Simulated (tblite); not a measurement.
A geometry optimisation, step by step.

Compound: C₂H₈N₃Si₂ (doublet state).
Atom-mapped SMILES: `[CH2:1]=[CH:2][Si@:3]1([NH2:4])[N:5][SiH2:6][NH:7]1` (hydrogens: H8, H9 on C1; H10 on C2; H11, H12 on N4; H13, H14 on Si6; H15 on N7)
Bond orders are those of one Lewis drawing.

Computed with GFN2-xTB (tblite), gas phase: L-BFGS steps from a force-field or distance-geometry start until the largest atomic force falls under 0.01 eV/Å. 9 of its 162 geometries are shown.

Step 0: E = -557.2080 eV, largest atomic force 3.546 eV/Å
```
atom  x, y, z in Å  |  force x, y, z in eV/Å
C1     -2.018    0.571    1.512    0.392   0.399  -0.520
C2     -1.219    1.010    0.529   -1.884   1.178   2.005
Si3    -0.074    0.033   -0.419   -2.050  -1.666   0.807
N4     -0.654   -0.668   -1.825   -1.578  -1.806  -1.211
N5      0.727   -1.313    0.301    1.514   0.688   0.867
Si6     2.135   -0.269    0.436    1.654  -2.068   2.359
N7      1.425    0.637   -0.828    2.148   1.856  -1.399
H8     -2.666    1.268    2.046    0.184  -0.409  -0.148
H9     -2.037   -0.474    1.811   -0.006   0.413  -0.123
H10    -1.219    2.058    0.289   -0.221   0.321   0.077
H11    -0.058   -1.498   -1.897   -0.277   0.138  -0.704
H12    -1.562   -1.070   -1.573    0.113   0.271  -0.789
H13     2.180    0.490    1.722    0.061  -0.178  -0.794
H14     3.378   -0.927   -0.045   -0.461   0.338   0.245
H15     1.657    0.160   -1.678    0.410   0.523  -0.671
```

Step 20: E = -558.5748 eV, largest atomic force 0.169 eV/Å
```
atom  x, y, z in Å  |  force x, y, z in eV/Å
C1     -2.046    0.607    1.508   -0.076  -0.015   0.060
C2     -1.268    0.990    0.512   -0.006   0.024  -0.038
Si3    -0.147   -0.210   -0.376    0.132  -0.008  -0.021
N4     -0.836   -0.847   -1.817    0.009   0.040  -0.030
N5      0.853   -1.252    0.574    0.086  -0.114   0.061
Si6     2.290   -0.326    0.591    0.023   0.104  -0.131
N7      1.424    0.567   -0.702    0.056  -0.024   0.061
H8     -2.666    1.288    2.067   -0.046   0.062   0.017
H9     -2.089   -0.425    1.812   -0.026  -0.035   0.026
H10    -1.229    2.035    0.242   -0.026   0.019  -0.025
H11    -0.303   -1.557   -2.294   -0.048  -0.029  -0.029
H12    -1.816   -1.065   -1.841   -0.004   0.013   0.015
H13     2.553    0.637    1.651   -0.046   0.017   0.001
H14     3.499   -0.975    0.102   -0.036  -0.045  -0.029
H15     1.778    0.541   -1.646    0.008  -0.009   0.062
```

Step 40: E = -558.5927 eV, largest atomic force 0.036 eV/Å
```
atom  x, y, z in Å  |  force x, y, z in eV/Å
C1     -2.090    0.606    1.502    0.018   0.006   0.007
C2     -1.270    0.943    0.521   -0.024   0.005  -0.012
Si3    -0.107   -0.248   -0.338   -0.022  -0.022   0.011
N4     -0.832   -0.819   -1.791   -0.003  -0.025   0.003
N5      0.931   -1.299    0.558   -0.013   0.016  -0.002
Si6     2.343   -0.329    0.571    0.014   0.010  -0.008
N7      1.442    0.567   -0.679    0.031   0.017   0.006
H8     -2.740    1.320    1.987   -0.013  -0.003  -0.004
H9     -2.139   -0.403    1.877    0.000  -0.012  -0.012
H10    -1.254    1.973    0.193    0.003   0.017  -0.007
H11    -0.358   -1.550   -2.298   -0.011   0.004  -0.001
H12    -1.825   -0.977   -1.800    0.011   0.007   0.005
H13     2.572    0.637    1.635    0.012  -0.012   0.016
H14     3.541   -0.988    0.072    0.008   0.000  -0.019
H15     1.782    0.573   -1.628   -0.011  -0.010   0.016
```

Step 60: E = -558.5951 eV, largest atomic force 0.024 eV/Å
```
atom  x, y, z in Å  |  force x, y, z in eV/Å
C1     -2.108    0.608    1.485   -0.004  -0.005   0.000
C2     -1.281    0.948    0.512    0.009   0.008   0.009
Si3    -0.100   -0.243   -0.322   -0.013  -0.004   0.019
N4     -0.832   -0.825   -1.768    0.009   0.004   0.005
N5      0.942   -1.292    0.573   -0.008   0.012  -0.019
Si6     2.365   -0.337    0.566    0.001   0.006  -0.005
N7      1.449    0.577   -0.660    0.014   0.007   0.016
H8     -2.778    1.313    1.956    0.000   0.003  -0.006
H9     -2.147   -0.401    1.863   -0.004  -0.010   0.001
H10    -1.272    1.976    0.175    0.001   0.003  -0.002
H11    -0.373   -1.563   -2.276    0.007  -0.013  -0.004
H12    -1.828   -0.957   -1.779   -0.002  -0.003   0.003
H13     2.624    0.596    1.653    0.006  -0.006  -0.010
H14     3.551   -0.977    0.013   -0.008  -0.007   0.008
H15     1.782    0.584   -1.611   -0.006   0.005  -0.014
```

Step 80: E = -558.5961 eV, largest atomic force 0.016 eV/Å
```
atom  x, y, z in Å  |  force x, y, z in eV/Å
C1     -2.130    0.607    1.472   -0.005  -0.001   0.004
C2     -1.287    0.958    0.516   -0.003   0.001   0.005
Si3    -0.098   -0.231   -0.309    0.003   0.013   0.003
N4     -0.822   -0.830   -1.751    0.003  -0.001  -0.004
N5      0.947   -1.282    0.577   -0.001  -0.006   0.004
Si6     2.380   -0.343    0.551   -0.001   0.001  -0.009
N7      1.452    0.592   -0.649    0.003  -0.007   0.004
H8     -2.808    1.307    1.938    0.004  -0.007  -0.009
H9     -2.173   -0.405    1.839   -0.005   0.011  -0.002
H10    -1.274    1.988    0.185    0.005  -0.006   0.011
H11    -0.362   -1.583   -2.237    0.006  -0.009  -0.012
H12    -1.819   -0.960   -1.769   -0.005   0.003   0.005
H13     2.674    0.578    1.639    0.004   0.006   0.003
H14     3.544   -1.008   -0.019   -0.006   0.006  -0.001
H15     1.772    0.619   -1.603   -0.002  -0.005  -0.003
```

Step 101: E = -558.5990 eV, largest atomic force 0.122 eV/Å
```
atom  x, y, z in Å  |  force x, y, z in eV/Å
C1     -2.246    0.600    1.398    0.097  -0.034  -0.066
C2     -1.258    0.971    0.599   -0.018  -0.004   0.009
Si3    -0.083   -0.217   -0.255   -0.008  -0.035  -0.005
N4     -0.820   -0.851   -1.676   -0.011   0.018   0.002
N5      0.993   -1.243    0.624   -0.007   0.029   0.026
Si6     2.430   -0.316    0.508    0.014  -0.004   0.023
N7      1.458    0.587   -0.681   -0.011   0.021   0.041
H8     -2.901    1.301    1.897    0.052   0.015  -0.066
H9     -2.443   -0.441    1.604    0.022   0.038  -0.024
H10    -1.086    2.026    0.422   -0.047  -0.029   0.066
H11    -0.339   -1.578   -2.182   -0.038   0.009   0.027
H12    -1.813   -1.011   -1.681    0.013  -0.009   0.002
H13     2.808    0.629    1.552   -0.044  -0.025  -0.042
H14     3.549   -1.020   -0.102    0.030  -0.001  -0.003
H15     1.748    0.570   -1.646   -0.045   0.011   0.009
```

Step 121: E = -558.6214 eV, largest atomic force 0.049 eV/Å
```
atom  x, y, z in Å  |  force x, y, z in eV/Å
C1     -2.364    0.606    1.173    0.025   0.028  -0.007
C2     -1.165    0.955    0.739   -0.040   0.006   0.027
Si3    -0.031   -0.231   -0.155   -0.009  -0.006  -0.027
N4     -0.875   -0.886   -1.503    0.001  -0.013  -0.012
N5      1.108   -1.213    0.690    0.004  -0.007  -0.037
Si6     2.523   -0.279    0.434   -0.002   0.003   0.015
N7      1.460    0.589   -0.698    0.006   0.009   0.005
H8     -3.023    1.283    1.696    0.020   0.017   0.014
H9     -2.744   -0.391    1.026   -0.024  -0.001  -0.011
H10    -0.806    1.959    0.921   -0.031  -0.023   0.013
H11    -0.432   -1.602   -2.057   -0.024  -0.013   0.027
H12    -1.859   -1.067   -1.408    0.020   0.000  -0.017
H13     2.934    0.694    1.434    0.015   0.000  -0.018
H14     3.604   -0.994   -0.230    0.024   0.019  -0.002
H15     1.665    0.584   -1.684    0.016  -0.019   0.031
```

Step 141: E = -558.6322 eV, largest atomic force 0.021 eV/Å
```
atom  x, y, z in Å  |  force x, y, z in eV/Å
C1     -2.412    0.659    1.065    0.013   0.009  -0.002
C2     -1.128    0.888    0.845   -0.009  -0.005  -0.003
Si3    -0.018   -0.256   -0.133   -0.007  -0.003  -0.015
N4     -0.884   -0.941   -1.451    0.002  -0.014   0.005
N5      1.175   -1.216    0.665    0.003  -0.009  -0.008
Si6     2.553   -0.235    0.395    0.004  -0.017   0.012
N7      1.440    0.597   -0.717   -0.010   0.010   0.006
H8     -3.027    1.314    1.664    0.001   0.009  -0.004
H9     -2.914   -0.201    0.655   -0.002  -0.009   0.003
H10    -0.673    1.761    1.291    0.021   0.004   0.000
H11    -0.482   -1.725   -1.939    0.010   0.001   0.004
H12    -1.876   -1.062   -1.354   -0.009   0.000  -0.004
H13     2.954    0.759    1.379   -0.003   0.007   0.005
H14     3.657   -0.903   -0.280   -0.007   0.010  -0.008
H15     1.630    0.569   -1.706   -0.006   0.007   0.011
```

Step 161: E = -558.6340 eV, largest atomic force 0.009 eV/Å
```
atom  x, y, z in Å  |  force x, y, z in eV/Å
C1     -2.405    0.678    1.065   -0.002   0.002   0.000
C2     -1.117    0.877    0.845    0.003  -0.004   0.000
Si3    -0.022   -0.277   -0.140    0.002   0.007   0.005
N4     -0.883   -0.969   -1.457   -0.001   0.005   0.000
N5      1.182   -1.246    0.631   -0.002   0.000   0.000
Si6     2.545   -0.235    0.398   -0.002  -0.001   0.001
N7      1.426    0.610   -0.698   -0.003  -0.004  -0.001
H8     -3.006    1.348    1.661    0.002   0.002  -0.002
H9     -2.926   -0.172    0.655   -0.001  -0.005   0.000
H10    -0.640    1.740    1.289    0.002  -0.002  -0.001
H11    -0.484   -1.767   -1.924    0.002  -0.003  -0.002
H12    -1.879   -1.071   -1.376   -0.002  -0.002   0.000
H13     2.919    0.738    1.414    0.003   0.001   0.002
H14     3.664   -0.856   -0.296    0.000   0.001   0.001
H15     1.621    0.610   -1.686   -0.001   0.003  -0.003
```

Problem. Summarise the path.

Solution. The energy falls by 32.88 kcal/mol from step 0 to step 161; nine tenths of that is first reached at step 12. It rises by more than 0.2 meV at step 113. The largest force goes from 3.546 to 0.009 eV/Å. Among the bonds Si3–N7 changes most, from 1.668 to 1.787 Å; the atoms move by 0.674 Å rms after alignment.

Problem. Follow the three bonds and two angles with the largest change from start to end.

Solution. 
| step | E above end (kcal/mol) | largest force (eV/Å) | Si3–N7 (Å) | C2–Si3 (Å) | Si6–N7 (Å) | N4–Si3–N5 (°) | Si3–N4–H11 (°) |
| --- | --- | --- | --- | --- | --- | --- | --- |
| 0 | 32.88 | 3.546 | 1.668 | 1.778 | 1.710 | 100.6 | 101.3 |
| 7 | 5.93 | 0.464 | 1.772 | 1.901 | 1.785 | 109.5 | 108.9 |
| 14 | 2.35 | 0.339 | 1.785 | 1.880 | 1.782 | 114.8 | 115.3 |
| 21 | 1.30 | 0.183 | 1.782 | 1.867 | 1.795 | 118.2 | 116.6 |
| 28 | 1.11 | 0.071 | 1.787 | 1.873 | 1.782 | 119.5 | 118.0 |
| 35 | 1.01 | 0.083 | 1.789 | 1.874 | 1.780 | 119.0 | 118.9 |
| 42 | 0.95 | 0.031 | 1.786 | 1.874 | 1.782 | 119.3 | 117.9 |
| 49 | 0.92 | 0.032 | 1.786 | 1.874 | 1.783 | 119.0 | 118.7 |
| 56 | 0.90 | 0.018 | 1.786 | 1.873 | 1.782 | 119.0 | 118.7 |
| 63 | 0.89 | 0.016 | 1.787 | 1.873 | 1.782 | 119.0 | 118.5 |
| 70 | 0.88 | 0.017 | 1.786 | 1.874 | 1.783 | 118.3 | 118.5 |
| 77 | 0.88 | 0.012 | 1.786 | 1.873 | 1.782 | 118.1 | 118.3 |
| 84 | 0.87 | 0.020 | 1.786 | 1.873 | 1.781 | 118.0 | 118.2 |
| 91 | 0.86 | 0.025 | 1.787 | 1.873 | 1.782 | 118.2 | 118.3 |
| 98 | 0.84 | 0.041 | 1.787 | 1.874 | 1.781 | 118.1 | 118.3 |
| 105 | 0.72 | 0.140 | 1.791 | 1.875 | 1.782 | 118.5 | 118.4 |
| 112 | 0.49 | 0.156 | 1.787 | 1.870 | 1.779 | 119.5 | 118.9 |
| 119 | 0.32 | 0.182 | 1.785 | 1.868 | 1.778 | 119.4 | 119.0 |
| 126 | 0.19 | 0.095 | 1.786 | 1.872 | 1.779 | 118.5 | 119.0 |
| 133 | 0.11 | 0.041 | 1.787 | 1.870 | 1.782 | 118.9 | 118.8 |
| 140 | 0.05 | 0.022 | 1.787 | 1.870 | 1.779 | 118.8 | 118.7 |
| 147 | 0.03 | 0.030 | 1.787 | 1.869 | 1.782 | 118.3 | 118.8 |
| 154 | 0.01 | 0.020 | 1.786 | 1.869 | 1.781 | 118.0 | 118.4 |
| 161 | 0.00 | 0.009 | 1.787 | 1.870 | 1.780 | 117.7 | 118.4 |

What follows is the cost of the whole relaxation. Time: 3.8 s. Hardware: an Intel Xeon at 2.50 GHz with one thread, shared host with 64 logical CPUs at a one-minute load of 62.
